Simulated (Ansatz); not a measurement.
Ideal-gas functions of CH₅BZn, SMILES `C[BH][ZnH]` at 800 K and 1 bar, from an Ansatz frequency run at PBE0-D4/def2-TZVP.

Molar mass 93.25 g/mol, point group C1 (symmetry number 1), electronic degeneracy 1, moments of inertia 12.234, 161.027, 170.249 u Å². Harmonic wavenumbers (cm⁻¹, unscaled): 130, 185, 400, 412, 494, 538, 766, 825, 1032, 1110, 1294, 1410, 1468, 1834, 2542, 2970, 3075, 3132.

Use S(trans) = R[1.5 ln M + 2.5 ln T − 1.1517]; rotational temperatures θ = 24.2544 K / I; S(rot) = R[ln(√π/σ · √(T³/θAθBθC)) + 1.5]; for each mode x = 1.438777 ν̃/T, S = R[x/(eˣ − 1) − ln(1 − e⁻ˣ)] and H = RT x/(eˣ − 1); 1 cm⁻¹ = 0.0119627 kJ/mol; R = 8.31446 J/(mol·K).

Question: By hand: the entropy, in J/(mol·K).

Answer: Translation 185.9. Rotation: θ = 1.9825, 0.1506, 0.1425 K, giving 113.7. Vibration, mode by mode: 20.42, 17.50, 11.23, 10.99, 9.57, 8.91, 6.28, 5.76, 4.27, 3.82, 2.95, 2.50, 2.30, 1.36, 0.48, 0.25, 0.22, 0.20, in all 109.0. Electronic 0.0. Sum 408.6 J/(mol·K).

Question: By hand: H − E and G − E in kJ/mol, counted from the electronic energy.

Answer: Zero-point energy ½ × 23617 × 0.0119627 = 141.3; thermal vibration 45.1; translation, rotation and pV give 4 RT = 26.6. H − E = 213.0 kJ/mol, and G − E = 213.0 − 800 × 408.6/1000 = -113.9 kJ/mol.

Vibration gives 27 % of the entropy, 20.4 J/(mol·K) of it from the mode under 150 cm⁻¹: soft modes count most, and the harmonic formula is weakest for them. The sum counts one conformer and one mirror image; others add a mixing term.
